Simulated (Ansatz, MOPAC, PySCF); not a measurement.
Noncovalent pair: HF (SMILES F) (first 2 atoms) with C2H4 (SMILES C=C); geometry from B3LYP-D3(BJ)/def2-TZVP, rigid monomers moved along the line of their centres of mass till H2···C3 is 3.09 Å.
(charge 0, multiplicity 1):
```json
[
 {"atom": "F", "x (Å)": "-0.2339", "y (Å)": "0.8565", "z (Å)": "0.5851"},
 {"atom": "H", "x (Å)": "-0.1684", "y (Å)": "0.5554", "z (Å)": "1.4687"},
 {"atom": "C", "x (Å)": "-0.4821", "y (Å)": "-0.0390", "z (Å)": "4.4831"},
 {"atom": "C", "x (Å)": "0.5600", "y (Å)": "-0.7929", "z (Å)": "4.1504"},
 {"atom": "H", "x (Å)": "-0.3594", "y (Å)": "0.9807", "z (Å)": "4.8279"},
 {"atom": "H", "x (Å)": "-1.4964", "y (Å)": "-0.4160", "z (Å)": "4.4322"},
 {"atom": "H", "x (Å)": "0.4379", "y (Å)": "-1.8156", "z (Å)": "3.8144"},
 {"atom": "H", "x (Å)": "1.5749", "y (Å)": "-0.4188", "z (Å)": "4.2102"}
]
```

| level | interaction energy (kcal/mol) | minus MP2/CBS(aug-cc-pVDZ, aug-cc-pVTZ) + ΔCCSD(T)/aug-cc-pVDZ | cost |
|---|---|---|---|
| PM3 | -0.68 | 1.69 | - |
| PM6 | -0.73 | 1.65 | - |
| PM7 | -0.99 | 1.38 | - |
| HF/STO-3G (no counterpoise) | -0.62 | 1.75 | - |
| HF/6-31G* | -2.33 | 0.05 | - |
| HF/6-31G* (no counterpoise) | -2.89 | -0.52 | - |
| HF/aug-cc-pVDZ | -2.26 | 0.11 | - |
| PBE/def2-TZVPPD | -2.44 | -0.07 | ×1 |
| PBE-D4/def2-TZVPPD | -2.69 | -0.32 | ×1 |
| B3LYP/6-31G* | -2.32 | 0.06 | - |
| B3LYP-D3(BJ)/def2-TZVPPD | -2.65 | -0.28 | ×1 |
| MP2/6-31G* (no counterpoise) | -2.90 | -0.53 | - |
| SCS-MP2/aug-cc-pVTZ | -2.25 | 0.12 | - |
| MP2/CBS(aug-cc-pVDZ, aug-cc-pVTZ) + ΔCCSD(T)/aug-cc-pVDZ | -2.37 | 0.00 | ×7 |

 The comparison column counts from a level with limits of its own.

The rows run from -2.90 (MP2/6-31G* (no counterpoise)) to -0.62 kcal/mol (HF/STO-3G (no counterpoise)). The dispersion term adds -0.25 in PBE-D4.

Interaction energies are E(AB) − E(A) − E(B) at the monomers' geometry in the complex; basis-set methods are counterpoise corrected. Rows marked so take none.

Correlated levels freeze the cores. CBS: X⁻³ extrapolation of the correlation energy, Hartree–Fock from the larger set. Rows in 6-31G*, STO-3G carry no dispersion term and start afresh at each structure (6-31G* with six Cartesian d functions). MP2/6-31G* freezes PySCF's default core. The state that PM3, PM6, PM7 reach isn't checked; PM7 holds dispersion and hydrogen-bond terms.

Run with Ansatz (Gaussian basis) for Hartree–Fock, density functionals and correlated methods; MOPAC for PM3, PM6, PM7 (differences of heats of formation); PySCF for 6-31G* rows, STO-3G rows, the dispersion terms. Values without a source in brackets are computed.

Costs are rough ratios of core time to PBE/def2-TZVPPD (about 3 s over the structures, on one shared machine); a dash marks a level with no comparable run of its own.

Ansatz is a first-principles code.
